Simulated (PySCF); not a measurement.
B2PLYP on Hf- (hafnium, charge -1), [Xe] 4f14 5d3 6s2, high-spin 4F determinant. Calculation: PySCF 2.14, in def2-QZVPPD with the def2 core potential (60 electrons) (7s6p4d3f2g, 84 functions); scalar relativity through the core potential.

```
cycle= 1 E= -47.6453376933945  delta_E= -0.00534  |g|= 0.0182  |ddm|= 0.697
cycle= 2 E= -47.6459900255476  delta_E= -0.000652  |g|= 0.012  |ddm|= 0.222
cycle= 3 E= -47.646142335186  delta_E= -0.000152  |g|= 0.00331  |ddm|= 0.0969
cycle= 4 E= -47.6462082938776  delta_E= -6.6e-05  |g|= 0.00102  |ddm|= 0.105
cycle= 5 E= -47.6462128854724  delta_E= -4.59e-06  |g|= 7.96e-05  |ddm|= 0.0349
cycle= 6 E= -47.6462129058269  delta_E= -2.04e-08  |g|= 1.37e-05  |ddm|= 0.00167
cycle= 7 E= -47.6462129065944  delta_E= -7.68e-10  |g|= 3.71e-06  |ddm|= 0.000255
converged SCF energy = -47.6462129065944  <S^2> = 3.7746099  2S+1 = 4.0122861
```

Highest occupied orbital energy: 1.218 eV; ⟨L²⟩ = 12.02; populations by l: s 4.00, p 6.00, d 3.00, f 0.00.

Question: Can this result be used?

Answer: With care. The calculation finished and met its thresholds. The log shows the SCF part alone; with the PT2 term the energy is -47.6731 hartree. Energies and moments cover only the electrons outside the core potential. Spin-orbit coupling, absent here, splits the open shell strongly. The configuration of this anion was assumed by filling the next shell in order. It is not the known or likely ground configuration (Ca⁻, Sr⁻ and Ba⁻, for instance, bind a p electron), so these values are not the electron affinity of the element. At B2PLYP the highest occupied level has a positive energy, so only the finite basis holds that electron.
